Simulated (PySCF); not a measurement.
trans-(1R,2R)-1-chloro-2-methylcyclopropane (C4H7Cl), SMILES C[C@@H]1C[C@H]1Cl.

Coordinates come from a TPSSh-D3(BJ)/def2-SVP optimisation.

Two levels are set side by side: PBE/def2-TZVP (PySCF) and B3LYP/def2-TZVP (PySCF). Same geometry, gas phase. Differences are taken from unrounded values.

```
quantity                       PBE
---------------------------  -----
orbital gap (eV)              5.98
highest occupied level (eV)  -6.32
lowest empty level (eV)      -0.34
dipole moment (D)             2.01
mean polarisability (bohr³)   60.5
```

These are the PBE values. What does B3LYP give? (The exact figures need the calculation; the answer reports its results.)


| quantity | B3LYP | PBE minus B3LYP |
|---|---|---|
| orbital gap (eV) | 7.88 | -1.90 |
| highest occupied level (eV) | -7.40 | 1.08 |
| lowest empty level (eV) | 0.47 | -0.81 |
| dipole moment (D) | 2.07 | -0.05 |
| mean polarisability (bohr³) | 59.3 | 1.3 |

PBE's occupied levels lie high since its potential decays too fast outside the molecule; exact exchange lowers them and widens the gap. Differences between two approximate levels are no errors against the true value.

Rough cost on one machine, each run with all the roots and properties that it gave: B3LYP against PBE within a factor of 2.
